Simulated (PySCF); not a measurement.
# Broadened absorption spectrum of C4H8OSi

Compound: C4H8OSi.
SMILES: `C1=COC[Si@H]1C`

The calculation used TDDFT CAM-B3LYP/def2-SVPD, vertical, gas phase, core orbitals frozen in the response (PySCF). Isolated species at its GFN2-xTB geometry, gas phase.

Computed states:

```
state  E (eV)       f
   S1    6.07   0.160
   S2    6.31   0.014
   S3    6.62   0.019
   S4    6.96   0.019
   S5    7.17  0.0027
   S6    7.30  0.0032
   S7    7.61  0.0082
   S8    7.88   0.030
```

Broadening: Gaussians 0.3 eV wide at half height, area fixed by f = 4.319×10⁻⁹ ∫ε dν̃. The width is an assumption, not a result. The curve ends short of the highest state used, and states not computed would add to its high-energy end.

Problem. Give the broadened spectrum and its maxima.

Solution. 
```csv
E (eV),ε (L mol⁻¹ cm⁻¹)
5.62,25
5.66,73
5.70,194
5.74,464
5.78,1006
5.82,1976
5.86,3519
5.89,5086
5.93,7625
5.97,10366
6.01,12783
6.05,14313
6.09,14576
6.13,13538
6.16,12093
6.20,9695
6.24,7255
6.28,5165
6.32,3599
6.36,2553
6.40,1934
6.43,1686
6.47,1566
6.51,1603
6.55,1706
6.59,1787
6.63,1787
6.67,1697
6.70,1593
6.74,1462
6.78,1402
6.82,1446
6.86,1574
6.90,1722
6.94,1814
6.97,1812
7.01,1702
7.05,1497
7.09,1252
7.13,1019
7.17,833
7.21,698
7.24,624
7.28,550
```

Maxima: 204 nm (6.08 eV), ε about 15000, made up of S1 (98%); 188 nm (6.61 eV), ε about 1800, made up of S3 (93%); 178 nm (6.95 eV), ε about 1800, made up of S4 (94%) (ε in L mol⁻¹ cm⁻¹; maxima over ε = 5, shares over 10%).

Problem. Coming from long wavelengths, where does ε first pass 100 L mol⁻¹ cm⁻¹?

Solution. At about 219 nm (5.67 eV), 0.40 eV below S1.

Problem. What would ε be at 6.08 eV, the highest of these maxima, with half the width (0.15 eV)?

Solution. About 28700 L mol⁻¹ cm⁻¹ against 14600, a factor of about 1.96; a lone state at its own centre would give exactly 2.

Problem. On this curve, what absorbance would a 10⁻⁴ mol/L sample give at 193 nm over a 1 cm path?

Solution. 193 nm is 6.424 eV, where ε is about 1700 L mol⁻¹ cm⁻¹, so A = ε c l ≈ 0.17 (Beer–Lambert, with the gas-phase spectrum and the assumed width).
